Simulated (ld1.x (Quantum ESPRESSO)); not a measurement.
PBE TM dataset for Ag, scalar-relativistic all-electron reference.

The input file (ld1.x (Quantum ESPRESSO) 7.5):

```
&input
   title='Ag', zed=47., rel=1, dft='PBE', iswitch=3,
   config='[Kr] 4d10 5s0.5 5p0.5',
   nld=3, rlderiv=3.70, eminld=-3.0, emaxld=5.0, deld=0.02
 /
 &inputp
   pseudotype=2, tm=.true., lloc=-2, rcloc=1.05,
   nlcc=.false.,
   file_pseudopw='Ag.UPF', file_wfcaegen='ae.wfc', file_wfcncgen='nc.wfc', file_beta='beta', file_chi='chi'
 /
3
5S  1  0   0.50   0.00  2.45  2.45  0.0
5P  2  1   0.50   0.00  3.40  3.40  0.0
4D  3  2  10.00   0.00  1.35  1.35  0.0
 &test
   configts(1)='4d10 5s0.5 5p0.5'
 /
```

Command:

```bash
ld1.x < Ag.in > Ag.out
```

The program printed (shortened: banner, matrices, multipoles, cross overlaps and the repeated all-electron block are left out):

```
Program LD1 v.7.5
     --------------------------- All-electron run ----------------------------

     Ag
     scalar relativistic calculation

     atomic number is 47.00
     dft =PBE   lsd =0 sic =0 latt =0  beta=0.20 tr2=1.0E-14
     Exchange-correlation= PBE
                           (   1   4   3   4   0   0   0)
     mesh =1237 r(mesh) =  99.46963 a.u. xmin = -7.00 dx = 0.01250
     1 Ry =  13.60569312 eV, c = 137.03599908

     n l     nl                  e(Ry)          e(Ha)          e(eV)
     1 0     1S 1( 2.00)     -1861.8321      -930.9161    -25331.5167
     2 0     2S 1( 2.00)      -274.1916      -137.0958     -3730.5662
     2 1     2P 1( 6.00)      -245.9451      -122.9725     -3346.2531
     3 0     3S 1( 2.00)       -50.3295       -25.1647      -684.7677
     3 1     3P 1( 6.00)       -41.0522       -20.5261      -558.5433
     4 0     4S 1( 2.00)        -7.0658        -3.5329       -96.1346
     4 1     4P 1( 6.00)        -4.3849        -2.1924       -59.6593
     3 2     3D 1(10.00)       -26.4246       -13.2123      -359.5250
     4 2     4D 1(10.00)        -0.6257        -0.3129        -8.5136
     5 0     5S 1( 0.50)        -0.3782        -0.1891        -5.1458
     5 1     5P 1( 0.50)        -0.0935        -0.0468        -1.2722

     final scf error:  4.9E-15 reached in  27 iterations

     Etot =  -10631.937395 Ry,   -5315.968698 Ha, -144654.877503 eV

     Ekin =   11045.532993 Ry,    5522.766497 Ha,  150282.132284 eV
     Encl =  -25696.175390 Ry,  -12848.087695 Ha, -349614.276796 eV
     Eh   =    4316.809476 Ry,    2158.404738 Ha,   58733.185005 eV
     Exc  =    -298.104474 Ry,    -149.052237 Ha,   -4055.917996 eV

     normalization and overlap integrals

     s(1S/1S) =  1.000000  <r> =   0.0311  <r2> =    0.0013  r(max) =   0.0202
     s(2S/2S) =  1.000000  <r> =   0.1349  <r2> =    0.0215  r(max) =   0.1136
     s(2P/2P) =  1.000000  <r> =   0.1177  <r2> =    0.0169  r(max) =   0.0907
     s(3S/3S) =  1.000000  <r> =   0.3685  <r2> =    0.1554  r(max) =   0.3328
     s(3P/3P) =  1.000000  <r> =   0.3676  <r2> =    0.1569  r(max) =   0.3246
     s(4S/4S) =  1.000000  <r> =   0.9122  <r2> =    0.9434  r(max) =   0.8186
     s(4P/4P) =  1.000000  <r> =   1.0012  <r2> =    1.1502  r(max) =   0.8824
     s(3D/3D) =  1.000000  <r> =   0.3458  <r2> =    0.1425  r(max) =   0.2725
     s(4D/4D) =  1.000000  <r> =   1.4089  <r2> =    2.4645  r(max) =   1.0381
     s(5S/5S) =  1.000000  <r> =   3.0983  <r2> =   11.1866  r(max) =   2.4592
     s(5P/5P) =  1.000000  <r> =   5.1060  <r2> =   31.7268  r(max) =   3.6688

     ------------------------ End of All-electron run ------------------------

     --------------------- Generating NC pseudopotential ---------------------

      Generating local potential from pseudized AE potential:
      Matching radius rcloc =   1.0500
      Enforcing V''(0)=0 (lloc=-2)

      Local pseudo, rcloc= 1.051 Estimated cut-off energy=    28.51 Ry

      Wfc   5S  rcut= 2.459  Using Troullier-Martins method

      Wfc   5P  rcut= 3.404  Using Troullier-Martins method

      Wfc   4D  rcut= 1.350  Using Troullier-Martins method

     ------------------- End of pseudopotential generation -------------------

     Computing logarithmic derivative in   3.69183
     Computing logarithmic derivative in   3.69183
     Computing the partial wave expansion
     R is outside the sphere for l=    0 j= 0.00
     R is outside the sphere for l=    1 j= 0.00
     R is outside the sphere for l=    2 j= 0.00

     ---------------------- Testing the pseudopotential ----------------------

     Ag
     scalar relativistic calculation

     atomic number is 47.00   valence charge is 11.00
     dft =PBE   lsd =0 sic =0 latt =0  beta=0.20 tr2=1.0E-14
     mesh =1237 r(mesh) =  99.46963 xmin = -7.00 dx = 0.01250

     n l     nl             e AE (Ry)        e PS (Ry)    De AE-PS (Ry)
     3 2     4D   1(10.00)       -0.62574       -0.62574        0.00000
     1 0     5S   1( 0.50)       -0.37821       -0.37821        0.00000
     2 1     5P   1( 0.50)       -0.09350       -0.09350        0.00000

     eps = 3.8E-16  iter = 12

     Etot =  -10631.937395 Ry,   -5315.968698 Ha, -144654.877503 eV
     Etotps =   -74.064903 Ry,     -37.032451 Ha,   -1007.704341 eV

     Ekin =      67.342804 Ry,      33.671402 Ha,     916.245521 eV
     Encl =    -201.382169 Ry,    -100.691084 Ha,   -2739.943986 eV
     Ehrt =      70.977410 Ry,      35.488705 Ha,     965.696859 eV
     Ecxc =     -11.456221 Ry,      -5.728110 Ha,    -155.869821 eV
     Epseu=       0.453273 Ry,       0.226636 Ha,       6.167087 eV

     ---------------------- End of pseudopotential test ----------------------
```

Note: ghost states, extra bound levels that the all-electron valence spectrum of the same l lacks: s at -126.5 eV, p at -37.2 eV. A true bound ghost makes a file unfit for plane-wave use.

Generation and configuration tests took about 1.2 s on one core of a shared server CPU.

Transferability test of the new file with ld1.x, input:

```
&input
   title='Ag', zed=47., rel=1, dft='PBE', iswitch=2,
   config='[Kr] 4d10 5s0.5 5p0.5'
 /
 &test
   file_pseudo='Ag.UPF', nconf=8,
   configts(1)='4d10 5s0.5 5p0.5',
   configts(2)='4d10 5s1 5p0',
   configts(3)='4d10 5s0 5p0',
   configts(4)='4d9 5s0 5p0',
   configts(5)='4d8 5s0 5p0',
   configts(6)='4d7 5s0 5p0',
   configts(7)='4d9 5s1 5p1',
   configts(8)='4d9 5s1 5p0'
 /
```

```bash
ld1.x < Ag.test.in > Ag.test.out
```

Pseudopotential blocks of its output, shortened (energy terms left out; the distinct warnings before each block abridged to one line each):

```
     ---------------------- Testing the pseudopotential ----------------------

     n l     nl             e AE (Ry)        e PS (Ry)    De AE-PS (Ry)
     3 2     4D   1(10.00)       -0.62574       -0.62574        0.00000
     1 0     5S   1( 0.50)       -0.37821       -0.37821        0.00000
     2 1     5P   1( 0.50)       -0.09350       -0.09350       -0.00000

     eps = 9.4E-15  iter =  9

     Etot =  -10631.937395 Ry,   -5315.968698 Ha, -144654.877503 eV
     Etotps =   -74.064902 Ry,     -37.032451 Ha,   -1007.704335 eV

     ---------------------- End of pseudopotential test ----------------------

          ---------------------- Testing the pseudopotential ----------------------

     n l     nl             e AE (Ry)        e PS (Ry)    De AE-PS (Ry)
     3 2     4D   1(10.00)       -0.54707       -0.54787        0.00080
     1 0     5S   1( 1.00)       -0.32373       -0.32393        0.00019
     2 1     5P   1( 0.00)       -0.05415       -0.05413       -0.00001

     eps = 5.4E-15  iter = 27

     Etot =  -10632.075544 Ry,   -5316.037772 Ha, -144656.757108 eV
     Etotps =   -74.203134 Ry,     -37.101567 Ha,   -1009.585070 eV
     dEtot_ae =      -0.138148 Ry
     dEtot_ps =      -0.138231 Ry,   Delta E=       0.000083 Ry

     ---------------------- End of pseudopotential test ----------------------

          ---------------------- Testing the pseudopotential ----------------------

     n l     nl             e AE (Ry)        e PS (Ry)    De AE-PS (Ry)
     3 2     4D   1(10.00)       -1.14941       -1.14667       -0.00274
     1 0     5S   1( 0.00)       -0.82952       -0.82857       -0.00096
     2 1     5P   1( 0.00)       -0.46274       -0.46234       -0.00040

     eps = 4.7E-15  iter =  7

     Etot =  -10631.505396 Ry,   -5315.752698 Ha, -144648.999851 eV
     Etotps =   -73.633086 Ry,     -36.816543 Ha,   -1001.829167 eV
     dEtot_ae =       0.431999 Ry
     dEtot_ps =       0.431817 Ry,   Delta E=       0.000183 Ry

     ---------------------- End of pseudopotential test ----------------------

          Warning: n=2, l=1 expected 0 nodes, found 1
     ---------------------- Testing the pseudopotential ----------------------

     n l     nl             e AE (Ry)        e PS (Ry)    De AE-PS (Ry)
     3 2     4D   1( 9.00)       -2.12347       -2.12474        0.00127
     1 0     5S   1( 0.00)       -1.52825       -1.52226       -0.00598  !
     2 1     5P   1( 0.00)       -1.05448       -1.35026        0.29577  !

     eps = 1.3E-15  iter =  7

     Etot =  -10629.880051 Ry,   -5314.940025 Ha, -144626.885902 eV
     Etotps =   -72.008952 Ry,     -36.004476 Ha,    -979.731704 eV
     dEtot_ae =       2.057345 Ry
     dEtot_ps =       2.055950 Ry,   Delta E=       0.001394 Ry

     ---------------------- End of pseudopotential test ----------------------

          Warning: n=1, l=0 expected 0 nodes, found 1
     ---------------------- Testing the pseudopotential ----------------------

     n l     nl             e AE (Ry)        e PS (Ry)    De AE-PS (Ry)
     3 2     4D   1( 8.00)       -3.21492       -3.22816        0.01324  !
     1 0     5S   1( 0.00)       -2.31048       -2.45999        0.14952  !
     2 1     5P   1( 0.00)       -1.74292       -1.74292        0.00000

     eps = 3.7E-17  iter = 10

     Etot =  -10627.219911 Ry,   -5313.609956 Ha, -144590.692866 eV
     Etotps =   -69.341952 Ry,     -34.670976 Ha,    -943.445313 eV
     dEtot_ae =       4.717484 Ry
     dEtot_ps =       4.722951 Ry,   Delta E=      -0.005467 Ry

     ---------------------- End of pseudopotential test ----------------------

          ---------------------- Testing the pseudopotential ----------------------

     n l     nl             e AE (Ry)        e PS (Ry)    De AE-PS (Ry)
     3 2     4D   1( 7.00)       -4.40306       -4.43630        0.03324  !
     1 0     5S   1( 0.00)       -3.16250       -3.16250        0.00000
     2 1     5P   1( 0.00)       -2.50954       -2.50954        0.00000

     eps = 3.5E-15  iter =  7

     Etot =  -10623.418864 Ry,   -5311.709432 Ha, -144538.976976 eV
     Etotps =   -65.517762 Ry,     -32.758881 Ha,    -891.414568 eV
     dEtot_ae =       8.518532 Ry
     dEtot_ps =       8.547140 Ry,   Delta E=      -0.028609 Ry

     ---------------------- End of pseudopotential test ----------------------

          ---------------------- Testing the pseudopotential ----------------------

     n l     nl             e AE (Ry)        e PS (Ry)    De AE-PS (Ry)
     3 2     4D   1( 9.00)       -0.92072       -0.92978        0.00906  !
     1 0     5S   1( 1.00)       -0.49606       -0.49466       -0.00140
     2 1     5P   1( 1.00)       -0.15316       -0.15239       -0.00077

     eps = 7.6E-15  iter = 39

     Etot =  -10631.445495 Ry,   -5315.722747 Ha, -144648.184856 eV
     Etotps =   -73.568618 Ry,     -36.784309 Ha,   -1000.952046 eV
     dEtot_ae =       0.491900 Ry
     dEtot_ps =       0.496284 Ry,   Delta E=      -0.004384 Ry

     ---------------------- End of pseudopotential test ----------------------

          ---------------------- Testing the pseudopotential ----------------------

     n l     nl             e AE (Ry)        e PS (Ry)    De AE-PS (Ry)
     3 2     4D   1( 9.00)       -1.41433       -1.41989        0.00556  !
     1 0     5S   1( 1.00)       -0.93802       -0.93496       -0.00306
     2 1     5P   1( 0.00)       -0.53653       -0.53653        0.00000

     eps = 8.9E-15  iter = 38

     Etot =  -10631.108892 Ry,   -5315.554446 Ha, -144643.605148 eV
     Etotps =   -73.233628 Ry,     -36.616814 Ha,    -996.394263 eV
     dEtot_ae =       0.828503 Ry
     dEtot_ps =       0.831275 Ry,   Delta E=      -0.002772 Ry

     ---------------------- End of pseudopotential test ----------------------
```
